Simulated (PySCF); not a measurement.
## `O(/C=C(/OC)F)CC#N`, C5H6FNO2

Geometry:
| atom | x (Å) | y (Å) | z (Å) |
| --- | --- | --- | --- |
| C1 | -2.956 | -0.513 | -0.364 |
| O2 | -1.851 | -0.757 | 0.487 |
| C3 | -0.647 | -0.294 | 0.078 |
| F4 | -0.659 | 0.334 | -1.126 |
| C5 | 0.445 | -0.460 | 0.819 |
| O6 | 1.736 | -0.085 | 0.598 |
| C7 | 2.035 | 0.596 | -0.606 |
| C8 | 3.455 | 0.888 | -0.634 |
| N9 | 4.570 | 1.124 | -0.674 |
| H10 | -3.811 | -0.954 | 0.142 |
| H11 | -2.820 | -0.986 | -1.341 |
| H12 | -3.122 | 0.559 | -0.505 |
| H13 | 0.345 | -0.973 | 1.761 |
| H14 | 1.791 | -0.018 | -1.486 |
| H15 | 1.485 | 1.547 | -0.676 |

The calculation used GIAO BHandHLYP/pcSseg-1 magnetisability, rotational g tensor and spin-rotation constants, non-relativistic, gas phase (PySCF). Geometry: GFN2-xTB.

Problem. Give the nuclear spin-rotation constants along the inertial axes (H = +C I·J) beside the isotropic shieldings.

Solution. Rotational constants 6.5116, 0.6735, 0.6152 GHz. A star marks the isotopologue with that one atom substituted, in its own axes.
```csv
atom,isotope,Caa (kHz),Cbb (kHz),Ccc (kHz),mean (kHz),σ (ppm)
F4,19F,6.099,0.591,0.401,2.364,327.7
N9,14N,0.178,0.153,0.147,0.160,-48.4
H10,1H,0.137,-0.051,-0.066,0.006,28.0
H11,1H,-0.639,-0.039,-0.004,-0.227,28.1
H12,1H,-0.639,-0.042,-0.001,-0.227,28.1
H13,1H,-0.726,0.063,-0.070,-0.244,26.1
H14,1H,-0.545,-0.049,-0.001,-0.199,27.4
H15,1H,-0.547,-0.049,-0.002,-0.199,27.4
C1,13C*,1.202,0.123,0.131,0.485,132.8
O2,17O*,-0.607,-0.060,-0.069,-0.245,275.8
C3,13C*,2.701,0.270,0.164,1.045,22.8
C5,13C*,1.944,0.250,0.124,0.772,69.8
O6,17O*,-0.571,-0.077,-0.043,-0.230,285.5
C7,13C*,1.457,0.101,0.129,0.562,132.2
C8,13C*,-0.099,0.304,0.279,0.161,65.4
```
For the geometry as given, no vibrational averaging.
